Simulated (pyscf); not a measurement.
Optimised with ωB97X-D3(BJ)/def2-SVPD in PySCF. MP2 and CC: frozen core, UHF for open shells. ΔMP2 is the change of the MP2 total energy from the triple- to the quadruple-zeta basis.

Estimate by transition-state theory (the high-pressure limit) the rate constant of `[CH2-][CH2][OH]` -> `[CH3][CH2][O-]` (singlet surface; H–O broken, C–H formed) at 600 K, with CCSD(T)/def2-TZVPPD + ΔMP2(QZVPPD) energies (ideal gas, 1 atm, RRHO with modes under 100 cm⁻¹ raised to 100, one conformer, R ln 2 for chiral ones without a mode under 150 cm⁻¹; no tunnelling).

The electronic barrier is 15.2 kcal/mol and the thermal terms add -1.7, so ΔG‡ = 13.5 kcal/mol. With k_BT/h = 1.25e+13 s⁻¹ and RT = 1.192 kcal/mol, k = 1.5e+08 s⁻¹, a half-life of 4.7e-09 s through this channel alone. Wigner's tunnelling factor for 1739i cm⁻¹ would be 1.72, likely too low at so high a frequency. A shift of 1 kcal/mol in the barrier changes k by a factor 2.3. On the product side the descent ends in a point that may be a rotor saddle (no frequency run), 3.6 kcal/mol over the lowest minimum found and 35.0 kcal/mol under the saddle at ωB97X-D3(BJ)/def2-TZVPD. One saddle was located; it need not be the lowest between these sides. The CCSD(T) − MP2 part came from Ansatz, without density fitting, on the same reference.
